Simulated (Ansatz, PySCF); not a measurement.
Gas-phase reaction 0.5 R1 + 0.5 R2 → P1, each structure at its B3LYP-D3(BJ)/def2-TZVP stationary point, reached from a drawn start (curvature not checked).
R1: SiF4 (SMILES F[Si](F)(F)F), charge 0, multiplicity 1.
R2: SiCl4 (SMILES Cl[Si](Cl)(Cl)Cl), charge 0, multiplicity 1.
P1: Cl2F2Si (SMILES F[Si](F)(Cl)Cl), charge 0, multiplicity 1.

P less R. No zero-point or thermal terms.

Correlated levels freeze the cores. CBS: X⁻³ extrapolation of the correlation energy, Hartree–Fock from the larger set.

The values were computed with Ansatz (Gaussian basis) for Hartree–Fock, density functionals and correlated methods; PySCF for M06-2X and the D3/D4 terms. All values are computed, each at the level named.

The comparison value is 3.8 kJ/mol (CCSD(T)/CBS(cc-pV(T+d)Z, cc-pV(Q+d)Z)). It is a level with limits of its own, not the exact answer.

**Question.** Order these levels by how close they come to the comparison value for the reaction energy, closest first: PBE0-D4/def2-TZVPP, SCS-MP2/cc-pV(D+d)Z, M06-2X/def2-TZVPP, HF/cc-pV(Q+d)Z, CCSD/cc-pV(D+d)Z. Give each level's value less the comparison value.

**Answer.** M06-2X/def2-TZVPP (-0.3 kJ/mol), PBE0-D4/def2-TZVPP (-1.3 kJ/mol), HF/cc-pV(Q+d)Z (-2.1 kJ/mol), SCS-MP2/cc-pV(D+d)Z (-3.7 kJ/mol), CCSD/cc-pV(D+d)Z (-4.9 kJ/mol)

Ansatz is a quantum-chemistry and plane-wave program.
